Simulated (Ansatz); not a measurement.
```yaml
crystal:
  periodic: [false, false, false]
  atoms:
    - {symbol: C, position_ang: [0.998142, 2.112967, -1.426004]}
    - {symbol: C, position_ang: [0.538802, 1.093334, -0.744366]}
    - {symbol: C, position_ang: [0.070742, 0.106997, -0.080373]}
    - {symbol: N, position_ang: [-0.365958, -0.827355, 0.547742]}
    - {symbol: Al, position_ang: [-1.011382, -2.186514, 1.465849]}
    - {symbol: H, position_ang: [0.346670, 2.910295, -1.783666]}
    - {symbol: H, position_ang: [2.055175, 2.216062, -1.670698]}
    - {symbol: H, position_ang: [-1.485336, -3.443499, 0.640560]}
    - {symbol: H, position_ang: [-1.058455, -2.028683, 3.033856]}
basis:
  gaussian: {orbitals: "6-31++G**"}
hamiltonian: {xc: {name: HF}}
correlation: {method: mp2, frozen_orbitals: {C: 0}}
accuracy: high
output: {forces: true}
```

```sh
$ ansatz run in.yaml --threads 2 --pin off --events-out ev --progress --plain --max-ram 4352MiB
```

Question: How does Ansatz answer? (Estimate.)

Answer: The calculation gave: The program refused the input.
```
Functional definition: HF
Error: "frozen_orbitals" has no count for N
```
